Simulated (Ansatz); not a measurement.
`[SiH3][O][Sn][Cl]` + `CC` → `C[CH2][Sn][Cl]` + `O[SiH3]` at 400 K and 1 bar (formal exchange of groups at the Sn–O bond).

Calculated with Ansatz (gas phase, PBE0-D4/def2-TZVP geometries, no zero-point term in ΔE). CBS: MP2 limit from def2 TZ/QZ plus the TZ coupled-cluster correction, frozen cores. This one scheme is used for every species. def2 core potentials past Kr. For Sn outer-core shells are correlated without core-valence functions, which leaves a few kJ/mol of doubt a bond. One conformer a species, not always the lowest.

```csv
species,CCSD(T)/CBS energy (Eh),H − E (kJ/mol),S (J/(mol·K))
`[SiH3][O][Sn][Cl]`,-1039.98803,109.0,396.1
`CC`,-79.71954,213.5,244.3
`C[CH2][Sn][Cl]`,-752.96755,199.9,384.5
`O[SiH3]`,-366.69042,120.0,276.4
```

H − E and S are ideal-gas, rigid-rotor, harmonic terms from PBE0-D4/def2-TZVP, for one conformer and one mirror image of each species. 1 Eh = 2625.50 kJ/mol, R = 8.31446 J/(mol·K).

Question: By hand: ΔE, ΔH, ΔS and ΔG.

Answer: ΔE = (-752.96755) + (-366.69042) − (-1039.98803) − (-79.71954) = 0.04960 Eh = 130.2 kJ/mol. Δ(H − E) = 199.9 + 120.0 − 109.0 − 213.5 = -2.6, so ΔH = 127.6 kJ/mol. ΔS = 384.5 + 276.4 − 396.1 − 244.3 = 20.5 J/(mol·K). ΔG = 127.6 − 400 × (20.5)/1000 = 119.4 kJ/mol.

Question: By hand: the equilibrium constant, and the temperature at which ΔG would vanish if ΔH and ΔS stayed fixed.

Answer: log₁₀ K = −ΔG/(RT ln 10) = -15.6. ΔG = 0 at ΔH/ΔS = 6224 K, far beyond where these terms or the molecules hold.

ΔH outweighs TΔS. A doubt of 5 kJ/mol in ΔE shifts log₁₀ K by 0.7 here. Other conformers and mirror images would add mixing entropy, several J/(mol·K) or more a flexible species. Modes under 60 cm⁻¹, often nearly free rotors, make the harmonic entropy too high. These are equilibria of isolated gas molecules and say nothing of rates. Largest T1 diagnostic: 0.015 (customary marks: 0.02 for closed shells, 0.045 for open ones).
